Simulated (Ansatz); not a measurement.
Calculated with Ansatz (gas phase, PBE0-D4/def2-TZVP geometries, no zero-point term in ΔE). CBS: MP2 limit from def2 TZ/QZ plus the TZ coupled-cluster correction, frozen cores. This one scheme is used for every species. DFT in def2-TZVPP. B3LYP here is the variant with VWN-RPA as its local correlation; programs differ in this. One conformer a species, not always the lowest.

Reaction (substitution at a C–S bond): `CSC(C)S` + `N[SiH3]` → `CC(S)N[SiH3]` + CH₃SH

`CSC(C)S`:

Z-matrix (Å, degrees):
```
C
S 1 1.800
H 1 1.092 2 111.2
H 1 1.091 2 106.2 3 -117.5
H 1 1.090 2 112.4 3 123.9
C 2 1.812 1 101.4 3 -55.0
S 6 1.809 2 107.1 1 176.2
C 6 1.514 2 114.2 1 -58.1
H 6 1.095 2 108.2 1 65.2
H 7 1.344 6 95.8 2 66.2
H 8 1.092 6 110.1 2 -178.3
H 8 1.093 6 111.1 2 61.8
H 8 1.092 6 110.4 2 -58.3
```

`N[SiH3]`:

```xyz
7

N    -0.483   -0.176    0.934
Si    0.200    0.151   -0.610
H    -0.201    0.372    1.730
H    -0.666   -1.129    1.206
H     0.101    1.613   -0.852
H     1.634   -0.232   -0.785
H    -0.584   -0.599   -1.624
```

`CC(S)N[SiH3]`:

```xyz
14

C    -0.035   -0.424   -1.981
C     0.377   -0.300   -0.527
S     0.898   -1.995    0.009
N    -0.655    0.284    0.274
Si   -0.342    1.131    1.743
H     0.771   -0.841   -2.586
H    -0.299    0.562   -2.368
H    -0.907   -1.077   -2.075
H     1.264    0.334   -0.453
H     1.219   -1.656    1.268
H    -1.534   -0.207    0.194
H     0.653    2.197    1.457
H     0.220    0.287    2.841
H    -1.630    1.704    2.204
```

CH₃SH:

Cartesian coordinates in Å:
```
C -0.422 0.208 -0.142
S 0.775 -1.137 0.005
H -0.780 0.533 0.834
H -1.264 -0.196 -0.704
H -0.009 1.052 -0.694
H 1.700 -0.460 0.702
```

```
             level  ΔE (kcal/mol)  difference from CCSD(T)/CBS
            PBE-D4            3.6                         -1.0
          B3LYP-D4            2.9                         -1.7
           ωB97X-V            3.3                         -1.3
           ωB97M-V            3.9                         -0.7
               PBE            3.6                         -1.0
            r2SCAN            3.7                         -0.9
              PBE0            3.6                         -1.0
             B3LYP            2.8                         -1.8
     HF/def2-TZVPP            1.8                         -2.8
SCS-MP2/def2-TZVPP            4.2                         -0.4
   CCSD/def2-TZVPP            3.0                         -1.6
     HF/def2-QZVPP            1.8                         -2.8
    MP2/def2-QZVPP            5.8                          1.2
      HF/CBS(def2)            1.8                         -2.8
     MP2/CBS(def2)            6.3                          1.7
    CCSD/CBS(def2)            4.2                         -0.4
       CCSD(T)/CBS            4.6                            0
```

Largest T1 diagnostic among the species: 0.011.

In def2-TZVPP, CCSD(T) changes the Hartree–Fock value by +1.6 kcal/mol (the triples alone add +0.4 kcal/mol) and MP2 by +3.4 kcal/mol.
